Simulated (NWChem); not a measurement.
System: C3H6Si; SMILES CC#C[SiH3]

The following NWChem deck was run.

```
start job
memory heap 200 mb stack 900 mb global 1100 mb
geometry units angstroms noautoz
  C      2.649785    -0.142153    -0.343984
  C      1.212838    -0.065170    -0.157261
  C      0.005238    -0.001089    -0.001690
  Si    -1.803395     0.096612     0.233986
  H      3.150563     0.745355     0.073648
  H      2.905313    -0.203114    -1.413497
  H      3.065563    -1.031661     0.154736
  H     -2.497517    -0.824684    -0.714395
  H     -2.278171     1.490304    -0.015212
  H     -2.159189    -0.292867     1.630956
end
basis spherical
  * library aug-pcseg-1
end
dft
  xc xpbe96 cpbe96
  iterations 150
  mulliken
end
task dft energy
```

Output (shortened):

```
             Northwest Computational Chemistry Package (NWChem) 7.3.0
             --------------------------------------------------------

 C1  symmetry detected

                             Geometry "geometry" -> ""
                             -------------------------

 Output coordinates in angstroms (scale by  1.889725989 to convert to a.u.)

  No.       Tag          Charge          X              Y              Z
 ---- ---------------- ---------- -------------- -------------- --------------
    1 C                    6.0000     0.00001889    -2.67188086     0.00011335
    2 C                    6.0000    -0.00020600    -1.22080937     0.00022632
    3 C                    6.0000     0.00021089    -0.00154535    -0.00101673
    4 Si                  14.0000    -0.00003170     1.82499251     0.00015463
    5 H                    1.0000     0.24122085    -3.06699962     0.99939726
    6 H                    1.0000     0.74542387    -3.06560931    -0.70856019
    7 H                    1.0000    -0.98587422    -3.06675751    -0.29127069
    8 H                    1.0000     0.14615937     2.34157502    -1.39332621
    9 H                    1.0000     1.13495084     2.33713108     0.82442279
   10 H                    1.0000    -1.28157960     2.33617860     0.57123449

 Effective nuclear repulsion energy (a.u.)     130.3340930694

  pbe96 is a nonlocal functional; adding pw91lda local functional.

                                 NWChem DFT Module
                                 -----------------

 Summary of "ao basis" -> "ao basis" (spherical)
 ------------------------------------------------------------------------------
       Tag                 Description            Shells   Functions and Types
 ---------------- ------------------------------  ------  ---------------------
 C                        aug-pcseg-1                9       23   4s3p2d
 Si                       aug-pcseg-1               11       27   5s4p2d
 H                        aug-pcseg-1                5        9   3s2p

            General Information
            -------------------
          SCF calculation type: DFT
          Wavefunction type:  closed shell.
          No. of atoms     :    10
          No. of electrons :    38
           Alpha electrons :    19
            Beta electrons :    19
          Charge           :     0
          Spin multiplicity:     1
          Use of symmetry is: off; symmetry adaption is: off
          Maximum number of iterations: 150
          AO basis - number of functions:   150
                     number of shells:    68
          Convergence on energy requested:  1.00D-06
          Convergence on density requested:  1.00D-05
          Convergence on gradient requested:  5.00D-04

              XC Information
              --------------
          PerdewBurkeErnzerhof Exchange Functional  1.000
            Perdew 1991 LDA Correlation Functional  1.000 local
           PerdewBurkeErnz. Correlation Functional  1.000 non-local

             Grid Information
             ----------------
          Grid used for XC integration:  medium
          Radial quadrature: Mura-Knowles
          Angular quadrature: Lebedev.
          Tag              B.-S. Rad. Rad. Pts. Rad. Cut. Ang. Pts.
          ---              ---------- --------- --------- ---------
          C                   0.70       49          17.0       434
          Si                  1.10       88          18.0       590
          H                   0.35       45          19.0       434
          Grid pruning is: on
          Number of quadrature shells:   505
          Spatial weights used:  Erf1

      Superposition of Atomic Density Guess
      -------------------------------------

 Sum of atomic energies:        -404.75227042

      Non-variational initial energy
      ------------------------------

 Total energy =    -406.806026
 1-e energy   =    -812.557642
 2-e energy   =     275.417523
 HOMO         =      -0.332279
 LUMO         =       0.014521

     ---------------------------------------------
      Total Density - Mulliken Population Analysis
     ---------------------------------------------

    Atom       Charge   Shell Charges
 -----------   ------   -------------------------------------------------------
    1 C    6     6.68   2.00  0.78  0.20  0.37  2.05  1.48 -0.01  0.03 -0.21
    2 C    6     5.91   2.00  0.81  0.49  0.22  1.87  1.02 -0.18  0.04 -0.35
    3 C    6     7.02   2.00  0.82  0.98 -0.04  2.05  1.31 -0.06  0.03 -0.06
    4 Si  14    13.40   2.00  2.00  0.91  0.44 -0.02  5.99  1.89  0.12 -0.02  0.11 -0.03
    5 H    1     0.60   0.68 -0.14  0.01  0.02  0.04
    6 H    1     0.60   0.68 -0.14  0.01  0.02  0.04
    7 H    1     0.60   0.68 -0.14  0.01  0.02  0.04
    8 H    1     1.06   0.72  0.34  0.00  0.01 -0.00
    9 H    1     1.06   0.72  0.34  0.00  0.01 -0.00
   10 H    1     1.06   0.72  0.34  0.00  0.01 -0.00

   convergence    iter        energy       DeltaE   RMS-Dens  Diis-err
 ---------------- ----- ----------------- --------- --------- ---------
 d= 0,ls=0.0,diis     1   -406.9714802784 -5.37D+02  3.48D-02  4.07D-01
 d= 0,ls=0.0,diis     2   -406.9673286667  4.15D-03  1.03D-02  3.53D-01
 d= 0,ls=0.0,diis     3   -406.9591076866  8.22D-03  6.13D-03  4.35D-01
 d= 0,ls=0.0,diis     4   -407.0122224877 -5.31D-02  1.76D-03  3.09D-02
 d= 0,ls=0.0,diis     5   -407.0166335343 -4.41D-03  5.25D-04  5.51D-04
  Resetting Diis
 d= 0,ls=0.0,diis     6   -407.0167071369 -7.36D-05  1.67D-04  5.03D-05
 d= 0,ls=0.0,diis     7   -407.0167161674 -9.03D-06  3.97D-05  4.87D-07
 d= 0,ls=0.0,diis     8   -407.0167158731  2.94D-07  1.96D-05  2.65D-06
 d= 0,ls=0.0,diis     9   -407.0167162238 -3.51D-07  6.27D-06  2.27D-07

         Total DFT energy =     -407.016716223753
      One electron energy =     -816.726181911352
           Coulomb energy =      318.377330882968
    Exchange-Corr. energy =      -39.001958264786
 Nuclear repulsion energy =      130.334093069418

 Numeric. integr. density =       38.000005744160

                       DFT Final Molecular Orbital Analysis
                       ------------------------------------

 Vector   17  Occ=2.000000D+00  E=-3.140806D-01
              MO Center=  1.4D-01,  1.9D+00, -3.8D-01, r^2= 2.7D+00
   Bfn.  Coefficient  Atom+Function         Bfn.  Coefficient  Atom+Function
  ----- ------------  ---------------      ----- ------------  ---------------
    80      0.452642   4 Si pz              124     -0.353916   8 H  s
   133      0.214322   9 H  s                77     -0.177833   4 Si pz
   125     -0.153532   8 H  s               142      0.140497  10 H  s
    53      0.139720   3 C  pz               56      0.115537   3 C  pz
   134      0.093201   9 H  s                83      0.081747   4 Si pz

 Vector   18  Occ=2.000000D+00  E=-2.396459D-01
              MO Center=  4.7D-02, -4.6D-01, -1.7D-02, r^2= 2.9D+00
   Bfn.  Coefficient  Atom+Function         Bfn.  Coefficient  Atom+Function
  ----- ------------  ---------------      ----- ------------  ---------------
    53      0.397798   3 C  pz               30      0.385456   2 C  pz
    56      0.318415   3 C  pz               33      0.261192   2 C  pz
    98     -0.241665   5 H  s                97     -0.151421   5 H  s
   124      0.145191   8 H  s               116      0.124164   7 H  s
   107      0.117452   6 H  s               125      0.114209   8 H  s

 Vector   19  Occ=2.000000D+00  E=-2.396173D-01
              MO Center= -4.7D-02, -4.6D-01,  1.6D-02, r^2= 2.9D+00
   Bfn.  Coefficient  Atom+Function         Bfn.  Coefficient  Atom+Function
  ----- ------------  ---------------      ----- ------------  ---------------
    51      0.397819   3 C  px               28      0.385518   2 C  px
    54      0.318417   3 C  px               31      0.261240   2 C  px
   107     -0.211126   6 H  s               116      0.207242   7 H  s
   142      0.149086  10 H  s               115      0.133326   7 H  s
   106     -0.128995   6 H  s               143      0.118302  10 H  s

 Vector   20  Occ=0.000000D+00  E=-2.805472D-02
              MO Center=  2.7D-02, -1.0D-01,  6.3D-02, r^2= 5.7D+00
   Bfn.  Coefficient  Atom+Function         Bfn.  Coefficient  Atom+Function
  ----- ------------  ---------------      ----- ------------  ---------------
   126      0.610458   8 H  s                56      0.564441   3 C  pz
    33     -0.494483   2 C  pz              125      0.480884   8 H  s
    83      0.476012   4 Si pz               99      0.407480   5 H  s
    30     -0.404272   2 C  pz              135     -0.383458   9 H  s
    98      0.341680   5 H  s               134     -0.312207   9 H  s

 Vector   21  Occ=0.000000D+00  E=-2.796940D-02
              MO Center= -2.4D-02, -1.0D-01, -7.1D-02, r^2= 5.7D+00
   Bfn.  Coefficient  Atom+Function         Bfn.  Coefficient  Atom+Function
  ----- ------------  ---------------      ----- ------------  ---------------
   144      0.578094  10 H  s                54      0.564635   3 C  px
    31     -0.494119   2 C  px              135     -0.493387   9 H  s
    81      0.475882   4 Si px              143      0.458701  10 H  s
    28     -0.404261   2 C  px              134     -0.377598   9 H  s
   117     -0.363975   7 H  s               108      0.354085   6 H  s

 Vector   22  Occ=0.000000D+00  E=-2.297956D-02
              MO Center= -3.0D-03, -2.2D+00,  8.8D-03, r^2= 1.5D+01
   Bfn.  Coefficient  Atom+Function         Bfn.  Coefficient  Atom+Function
  ----- ------------  ---------------      ----- ------------  ---------------
    50      3.125200   3 C  s                27     -2.817147   2 C  s
    74      1.791927   4 Si s                58     -1.241213   3 C  py
    35     -0.884054   2 C  py               99     -0.728078   5 H  s
   117     -0.721884   7 H  s               108     -0.716928   6 H  s
     4      0.649971   1 C  s               126     -0.548714   8 H  s

     ---------------------------------------------
      Total Density - Mulliken Population Analysis
     ---------------------------------------------

    Atom       Charge   Shell Charges
 -----------   ------   -------------------------------------------------------
    1 C    6     6.64   1.99  0.73  0.18  0.53  2.19  1.14 -0.01  0.03 -0.15
    2 C    6     6.06   1.99  0.76  0.53  0.37  2.05  0.81 -0.27  0.03 -0.22
    3 C    6     6.53   1.99  0.74  1.18 -0.06  2.06  0.97 -0.24  0.02 -0.12
    4 Si  14    13.78   2.00  1.99  1.00  0.38 -0.02  5.98  2.23  0.12 -0.01  0.15 -0.03
    5 H    1     0.67   0.76 -0.13  0.03  0.02  0.00
    6 H    1     0.67   0.76 -0.13  0.03  0.02  0.00
    7 H    1     0.67   0.76 -0.13  0.03  0.02  0.00
    8 H    1     0.99   0.76  0.23 -0.01  0.01  0.01
    9 H    1     0.99   0.76  0.23 -0.01  0.01  0.01
   10 H    1     0.99   0.76  0.23 -0.01  0.01  0.01

     -------------------------------------------
      Total Density - Lowdin Population Analysis
     -------------------------------------------

    Atom       Charge   Shell Charges
 -----------   ------   -------------------------------------------------------
    1 C    6     6.04   1.98  0.46  0.24  0.06  1.94  0.94  0.06  0.07  0.28
    2 C    6     6.24   1.98  0.52  0.25  0.06  1.85  0.88  0.10  0.07  0.53
    3 C    6     6.34   1.98  0.55  0.31  0.07  1.89  0.97  0.13  0.04  0.40
    4 Si  14    13.17   2.00  1.92  0.46  0.20  0.05  5.89  1.73  0.47  0.04  0.21  0.22
    5 H    1     0.94   0.58  0.13  0.02  0.05  0.17
    6 H    1     0.94   0.58  0.13  0.02  0.05  0.17
    7 H    1     0.94   0.58  0.13  0.02  0.05  0.17
    8 H    1     1.13   0.64  0.27  0.04  0.02  0.17
    9 H    1     1.13   0.64  0.27  0.04  0.02  0.17
   10 H    1     1.13   0.64  0.27  0.04  0.02  0.17

     Multipole analysis of the density
     ---------------------------------

     L   x y z        total         alpha         beta         nuclear
     -   - - -        -----         -----         ----         -------
     0   0 0 0     -0.000000    -19.000000    -19.000000     38.000000

     1   1 0 0      0.000152      0.000076      0.000076      0.000000
     1   0 1 0     -0.641974     -0.320987     -0.320987      0.000000
     1   0 0 1     -0.000100     -0.000050     -0.000050      0.000000

     2   2 0 0    -25.439026    -20.821749    -20.821749     16.204472
     2   1 1 0     -0.000057      0.000683      0.000683     -0.001422
     2   1 0 1      0.000023      0.000009      0.000009      0.000006
     2   0 2 0    -20.014170   -265.367918   -265.367918    510.721667
     2   0 1 1     -0.001316      0.000285      0.000285     -0.001886
     2   0 0 2    -25.439288    -20.813529    -20.813529     16.187769
```

Level: PBE/aug-pcseg-1. The geometry was optimised at PBE0/def2-SVP.
